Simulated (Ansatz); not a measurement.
Program: Ansatz. Geometries: PBE0-D4/def2-TZVP. ΔE: electronic, gas phase. CCSD(T)/CBS adds triple-zeta CCSD(T) − MP2 to the extrapolated MP2 energy (def2 sets, frozen cores). Functionals use def2-TZVPP. For Ge outer-core shells are correlated without core-valence functions, which leaves a few kJ/mol of doubt a bond. Scalar relativity is left out up to krypton. One conformer a species, not always the lowest.

`NC(N)=NC=O` + `[NH2][GeH3]` → `[NH2][GeH2][CH]=O` + `N=C(N)N`  (formal exchange of groups at a C–N bond)

`NC(N)=NC=O`:

```xyz
11

N    -0.442   -0.307   -1.731
C    -0.096   -0.031   -0.451
N     0.591    1.089   -0.211
N    -0.456   -0.910    0.464
C    -0.066   -0.717    1.747
O     0.580    0.212    2.225
H    -1.080   -1.076   -1.840
H    -0.473    0.425   -2.417
H     0.963    1.650   -0.956
H     0.883    1.198    0.761
H    -0.404   -1.531    2.408
```

`[NH2][GeH3]`:

Cartesian coordinates in Å:
```
N -0.517 0.103 1.036
Ge 0.441 -0.133 -0.521
H -0.720 1.071 1.244
H -1.387 -0.412 1.057
H 0.704 -1.640 -0.658
H -0.277 0.366 -1.799
H 1.756 0.645 -0.359
```

`[NH2][GeH2][CH]=O`:

Cartesian coordinates in Å:
```
N 1.052 -0.973 0.650
Ge -0.572 -0.255 0.165
C -0.162 1.451 -0.808
O -0.938 1.982 -1.553
H 1.500 -1.538 -0.057
H 1.034 -1.494 1.515
H -1.431 -1.141 -0.760
H -1.324 0.064 1.467
H 0.841 1.904 -0.620
```

`N=C(N)N`:

```xyz
9

N     0.516    1.380    0.411
C     0.096    0.246    0.014
N     0.156   -0.088   -1.326
N    -0.460   -0.765    0.785
H     0.521    1.444    1.424
H     0.415    0.704   -1.893
H    -0.651   -0.580   -1.678
H    -0.235   -1.701    0.485
H    -0.359   -0.639    1.778
```

| level | ΔE (kJ/mol) |
| --- | --- |
| PBE0 | 89.6 |
| CCSD(T)/def2-TZVPP | 71.7 |
| HF/CBS(def2) | 80.7 |
| CCSD/CBS(def2) | 68.6 |

What does CCSD(T)/CBS give? (Estimate.)

Ansatz gave: +71.7 kJ/mol. The listed levels differ from it by 17.9, 0.0, 9.0, -3.1 kJ/mol.

Largest T1 diagnostic among the species: 0.016.

In def2-TZVPP, CCSD(T) changes the Hartree–Fock value by −9.6 kJ/mol (the triples alone add +3.1 kJ/mol) and MP2 by −3.8 kJ/mol.

CCSD(T)/CBS has its own doubt, a few kJ/mol and more with outer-core shells, so smaller differences from it don't rank the levels.
